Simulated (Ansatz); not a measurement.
```yaml
crystal:
  periodic: [false, false, false]
  atoms:
    - {symbol: C, position_ang: [-0.871104, -0.166449, 0.303332]}
    - {symbol: B, position_ang: [0.348846, -0.257758, 0.887588]}
    - {symbol: Sb, position_ang: [1.824052, 0.037007, -0.850537]}
    - {symbol: F, position_ang: [0.439809, -0.783366, -2.440894]}
    - {symbol: F, position_ang: [2.050514, 1.902009, -0.736412]}
    - {symbol: H, position_ang: [-1.145104, -0.827424, -0.353515]}
    - {symbol: H, position_ang: [-1.322869, 0.810792, 0.465869]}
    - {symbol: H, position_ang: [-1.823002, -0.761679, 1.228263]}
    - {symbol: H, position_ang: [0.963736, 0.336733, 1.649625]}
basis:
  gaussian: {orbitals: def2-mTZVPP}
hamiltonian: {xc: {name: wB97M-V}}
```

```sh
$ ansatz run in.yaml --threads 4 --pin off --events-out ev --progress --plain --max-ram 10444MiB
```

It prints (some lines left out):

```
Functional definition: wB97M-V
1276 factors; their error is unknown
320 factors; integrals over basis functions are off by at most 7.9e-6 eV
mean field evaluation 1: about -13738.3382 eV, gradient 6.3e1 eV
mean field evaluation 2: about -13733.5004 eV, gradient 9.0e1 eV
mean field evaluation 4: about -13745.9841 eV, gradient 3.6e0 eV
mean field evaluation 8: about -13746.0198 eV, gradient 2.2e-1 eV
mean field evaluation 16: about -13746.1200 eV, gradient 2.4e-3 eV
mean field -13746.11997315 eV, -505.1605915584 hartree, gradient 3.3e-5 eV, S^2 0.000000; 0 other end points of the search recorded, 0 dependent functions left out
reference -13746.12002541 eV, -505.1605934790 hartree; 28, 28 occupied and 114, 114 virtual orbitals, 1276 factors
Total energy: -13746.12002541 eV, -505.1605934790 hartree
```

Run time 3.9 s (4 threads of an INTEL XEON PLATINUM 8581C on a shared host); peak host memory 0.42 GiB.
